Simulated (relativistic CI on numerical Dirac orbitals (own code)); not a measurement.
## What each ingredient does to the levels of V⁺

Base calculation: Dirac-Coulomb-Breit CI, orbitals from a KLI potential per configuration, a model potential for QED, valence Slater integrals scaled by 0.85, P86 correlation energy added to each configuration.

Configurations in the expansion (outside the closed core [Ar]): 3d4, 3d3.4s, 3d3.4p, 3d2.4s2, 3d2.4s.4p, 3d3.5s, 3d3.4d, 3d3.5p, 3d3.4f, 3d3.6s, 3d3.5d, 3d3.6p, 3d3.5f, 3d3.5g, 3d2.4p2, 3d3.6d, 3d2.4s.5s, 3d3.6f. Levels of other configurations are missing.

Variants: (1) self-excluded LDA correlation estimate; (2) Slater integrals left unscaled; (3) Breit term removed. Shifts of the energy above 3d4 5D_0, in cm⁻¹, for the lowest level and the first level of each name with at least 55 % of one term (blank where a level changes its place among those of its configuration and J or its character, or is not in the variant):

| Level | Base | Δ(1) | Δ(2) | Δ(3) | Measured |
| --- | --- | --- | --- | --- | --- |
| 3d4 5D_0 | 0.0 | 0.0 | 0.0 | 0.0 | 0.0 |
| 3d4 5D_1 | 29.6 | +0.1 | +0.7 | +7.6 | 36.0 |
| 3d4 5D_2 | 87.7 | +0.3 | +2.4 | +23.0 | 106.6 |
| 3d4 5D_3 | 172.2 | +0.6 | +5.0 | +46.9 | 208.9 |
| 3d4 5D_4 | 280.6 | +1.0 | +8.8 | +79.9 | 339.2 |
| 3d3.4s 5F_1 | 954.1 | +1175.4 | +424.5 | -86.4 | 2604.9 |
| 3d3.4s 5F_2 | 1029.8 | +1175.4 | +424.8 | -71.1 | 2687.1 |
| 3d3.4s 5F_3 | 1142.2 | +1175.4 | +425.4 | -47.3 | 2808.8 |
| 3d3.4s 5F_4 | 1289.8 | +1175.4 | +426.4 | -14.5 | 2968.3 |
| 3d3.4s 5F_5 | 1470.5 | +1175.4 | +428.0 | +28.3 | 3162.8 |
| 3d3.4s 3F_2 | 7596.7 | +1139.3 | +1453.1 | -67.0 | 8640.3 |
| 3d3.4s 3F_3 | 7788.6 | +1136.9 | +1455.4 | -28.5 | 8842.0 |
| 3d3.4s 3F_4 | 8034.1 | +1133.5 | +1459.4 | +24.4 | 9097.8 |
| 3d4 3P_0 | 12368.2 | +212.8 | +2163.2 | -31.6 |  |

Correlation outside the listed configurations is missing or only estimated: errors of thousands of cm⁻¹ between configurations and terms are usual at this charge. Rates and lifetimes follow the computed energies and can be off by large factors. The fine structure of a lone outer electron comes out too small, for d and f at times inverted, and misplaced configurations move strength between like terms. 32 of the 33 excited levels that our extract of the measured tables holds in this range could be paired (the sources list more); they are missed by 2222 cm⁻¹ on average and 3418 at most, and levels without a partner can miss by more.

Measured levels: NIST Handbook of Basic Atomic Spectroscopic Data (Sansonetti and Martin, J. Phys. Chem. Ref. Data 34, 1559 (2005)).

Ionisation energy from the two ground configurations alone: base 14.12 eV; self-excluded LDA correlation estimate 14.46 eV; Slater integrals left unscaled 14.22 eV; Breit term removed 14.11 eV. The NIST ASD value (measured) is 14.634 eV. The gap of more than 2 % comes from missing correlation.
